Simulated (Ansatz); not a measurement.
Gas-phase electronic energies from Ansatz, PBE0-D4/def2-TZVP geometries. CCSD(T)/CBS is the MP2 limit (def2-TZVPP, def2-QZVPP) plus CCSD(T) − MP2 in def2-TZVPP, frozen cores. DFT in def2-TZVPP. For Ga outer-core shells are correlated without core-valence functions, which leaves a few kJ/mol of doubt a bond. Scalar relativity is left out up to krypton. One conformer a species, not always the lowest.

Reaction (formal exchange of groups at the Si–O bond): `C[SiH2][O][GaH2]` + `BO[SiH3]` → `C[SiH2]BO[SiH3]` + `[OH][GaH2]`

**Question.** Is it downhill or uphill in electronic energy at CCSD(T)/CBS, and by how much? (Estimate.)

**Answer.** Ansatz gave: Uphill: ΔE = +133.7 kJ/mol.

**Question.** What do these levels give: r2SCAN-D4, ωB97X-V, ωB97M-V, B2PLYP, HF/def2-TZVPP, CCSD(T)/def2-TZVPP? (Estimate.)

**Answer.** Computed: r2SCAN-D4 129.0, ωB97X-V 131.5, ωB97M-V 135.5, B2PLYP 137.3, HF/def2-TZVPP 160.8, CCSD(T)/def2-TZVPP 134.1 kJ/mol.

Largest T1 diagnostic among the species: 0.015.

From PBE to PBE0 (25 % exact exchange), in def2-TZVPP and without D4, ΔE moves by +11.0 kJ/mol. In def2-TZVPP, CCSD(T) changes the Hartree–Fock value by −26.7 kJ/mol (the triples alone add −3.5 kJ/mol) and MP2 by −18.5 kJ/mol.
